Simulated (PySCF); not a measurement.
## Tc: excitation energy

Tc [Kr] 4d5 5s2 (6S) → Tc [Kr] 4d4 5s2 5p1 (high-spin determinant), as a difference of total energies. Calculation: PySCF 2.14, in x2c-TZVPPall (8s6p6d2f1g, 79 functions); scalar relativity by spin-free X2C-1e. Correlated levels: valence: [Kr] frozen; valence and next inner shell: [Ar] 3d10 frozen. The calculations carry no spin-orbit coupling.

```json
{"method": "UHF", "excitation energy (eV)": "6.811"}
{"method": "LDA", "excitation energy (eV)": "7.391"}
{"method": "PBE", "excitation energy (eV)": "7.286"}
{"method": "PBE0", "excitation energy (eV)": "7.235"}
{"method": "r2SCAN", "excitation energy (eV)": "7.446"}
{"method": "BHandHLYP", "excitation energy (eV)": "7.066"}
{"method": "B97-3", "excitation energy (eV)": "7.279"}
{"method": "B2PLYP", "excitation energy (eV)": "7.122"}
{"method": "r2SCAN0", "excitation energy (eV)": "7.365"}
{"method": "MP2 (valence)", "excitation energy (eV)": "7.183"}
{"method": "SCS-MP2 (valence)", "excitation energy (eV)": "6.784"}
{"method": "MP2 (valence and next inner shell)", "excitation energy (eV)": "7.320"}
{"method": "SCS-MP2 (valence and next inner shell)", "excitation energy (eV)": "7.009"}
```

Q: How much does correlation contribute at MP2 (valence and next inner shell)?

A: 7.320 − (6.811) = 0.509 eV, measured against UHF.

A first-order spin-orbit estimate (lowest level to lowest level, LS coupling) adds -0.225 eV.

The upper state lies above the first ionisation limit, where it may autoionise and the basis confines it.

The basis was made for the ground configuration and has no added diffuse functions, so the excitation energy can come out too high.

The determinant of the upper state mixes LS terms, which raises its energy above the lowest term, most at the Hartree-Fock and MP2 levels.
